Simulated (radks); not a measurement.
All-electron atom: Re III in [Kr] 4d10 4f14 5s2 5p5 5d6 (not the ground configuration).

Calculated with a radial shooting solver on a logarithmic mesh with Libxc functionals: non-relativistic Kohn-Sham, PBE, spin-unpolarised, spherical densities, point nucleus; relativity is left out, which matters for an element this heavy.

Energy parts (hartree):
part                       energy
total                 -15785.8622
kinetic                15781.8413
electron-nucleus      -37543.5318
Hartree                 6288.8137
exchange-correlation    -312.9854

Orbitals (lengths in bohr, moments of r in powers of bohr; <r^-3> diverges for s and p1/2):
| orbital | occ. | eigenvalue (hartree) | <r^-3> | <1/r> | <r^4> |
|---|---|---|---|---|---|
| 1s | 2 | -2410.146 | - | 74.45 | 7.487e-07 |
| 2s | 2 | -397.9934 | - | 17.47 | 0.0001218 |
| 2p | 6 | -381.7593 | 14800 | 17.51 | 0.00007659 |
| 3s | 2 | -91.87607 | - | 6.730 | 0.004229 |
| 3p | 6 | -84.32536 | 3177 | 6.681 | 0.003767 |
| 3d | 10 | -70.24727 | 561.3 | 6.606 | 0.002551 |
| 4s | 2 | -19.16778 | - | 2.910 | 0.09835 |
| 4p | 6 | -15.99145 | 727.5 | 2.818 | 0.1081 |
| 4d | 10 | -10.19281 | 111.7 | 2.624 | 0.1362 |
| 4f | 14 | -2.58198 | 22.02 | 2.215 | 0.3336 |
| 5s | 2 | -3.20171 | - | 1.164 | 3.033 |
| 5p | 5 | -2.25871 | 110.0 | 1.050 | 4.662 |
| 5d | 6 | -0.84949 | 9.190 | 0.7561 | 20.72 |
| 6s | 0 | -0.66383 | - | 0.4299 | 134.6 |
| 6p | 0 | -0.47865 | 12.13 | 0.3597 | 269.8 |

The highest occupied level is 5d at -23.116 eV. The electron density at the nucleus is 3.022e+05 e/bohr^3. Virial ratio -V/T = 2.00025. Summed over all electrons, <r^2> = 43.57 bohr^2, which gives a Langevin (diamagnetic) susceptibility term of -34.5 x 10^-6 cm^3/mol. The density falls to 0.001 e/bohr^3 at r = 3.68 bohr.
